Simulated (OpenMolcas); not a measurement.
neutral bismuth: CASPT2 settings compared

```yaml
Program: OpenMolcas
Basis: ANO-RCC-VTZP [8s7p5d3f2g]
Scalar_Hamiltonian: DKH2, point nucleus
Active_space: 3 electrons in 3 orbitals (6p)
State_averaging: 2S+1 = 4 odd, 1 root; 2S+1 = 2 odd, 8 roots kept (CI in the orbitals of an earlier block)
Spin-orbit_coupling: RASSI with atomic mean-field integrals over the reference wave functions, term energies averaged over their components
```

Methods on the same reference wave functions:
A. CASSCF
B. SS-CASPT2, IPEA 0.75 Eh, imaginary shift 0.5 Eh (closed shells correlated: 5d 6s)
C. SS-CASPT2, IPEA 0.15 Eh, imaginary shift 0.15 Eh (closed shells correlated: 5d 6s)
D. SS-CASPT2, IPEA 0.3 Eh, real shift 0.5 Eh (closed shells correlated: 6s)

Energies in eV above 6s² 6p³ ⁴S°_3/2, the measured ground level; measured values from NIST Handbook of Basic Atomic Spectroscopic Data.

```json
{"Level": "6s² 6p³ ⁴S°_3/2 [69 %]", "A": "0.0000", "B": "0.0000", "C": "0.0000", "D": "0.0000", "Measured": "0.0000"}
{"Level": "6s² 6p³ ²D°_3/2 [65 %]", "A": "1.5199", "B": "1.336", "C": "1.335", "D": "1.360", "Measured": "1.4158"}
{"Level": "6s² 6p³ ²D°_5/2", "A": "2.0556", "B": "1.824", "C": "1.826", "D": "1.860", "Measured": "1.9140"}
{"Level": "6s² 6p³ ²P°_1/2", "A": "3.1049", "B": "2.725", "C": "2.695", "D": "2.769", "Measured": "2.6856"}
{"Level": "6s² 6p³ ²P°_3/2 [67 %]", "A": "4.1224", "B": "3.812", "C": "3.793", "D": "3.850", "Measured": "4.1119"}
```

Deviations, from unrounded energies. A percentage is the sum of absolute deviations over the sum of measured energies, with the sign that they share, or ± where signs differ.

```tsv
Against measurement	Levels	A	B	C	D
mean absolute deviation (cm-1)	4	1400	1000	1000	920
other terms of the ground configuration (%)	4	+6.7	±5.0	±4.9	±4.5
```

D lies closest to measurement on these levels and A furthest from it. The largest miss of D in the table is 6s² 6p³ ²P°_3/2 [67 %], by -2100 cm-1. The ranking rests on the paired levels alone, and a cruder setting can come out closer through cancelling errors.

Among B to D the level of the table that moves most is 6s² 6p³ ²P°_1/2, by 590 cm-1 (lowest in C, highest in D). Moves below CASPT2's spread within the term are not significant.

The mean deviations of B to D differ by less than CASPT2's widest spread within a term (190 cm-1), so their order carries little weight.

From A to B the spin-free energies of the other terms of 6s² 6p³ shown, above ⁴S°, scale by factors of 0.78 to 0.81.

The lowest spin-free term lies below A's lowest term by 0.466 hartree in B, 0.486 hartree in C, 0.048 hartree in D.

CASPT2 breaks the degeneracy within a term, and the mean is taken; among the terms shown or strongly mixed into the levels shown the widest spread is 190 cm-1 (6s² 6p³ ²D°, B). Terms from blocks run as CI alone lack orbitals of their own. Spin-orbit splittings of 6p shells tend to come out small when the coupling is added on scalar orbitals. With the s shell closed, the reference lacks s² → p² mixing. Measured partners are found by configuration, term and J. A level has none where our copy of the source lacks it or the pairing is in doubt (some pairs that miss far off the trend of their configuration count as doubtful), and it then counts in no deviation. Only configurations of the active space appear.

A share in square brackets marks a mixed level and gives the weight of the term that names it, the lowest over the columns. ° marks odd parity.
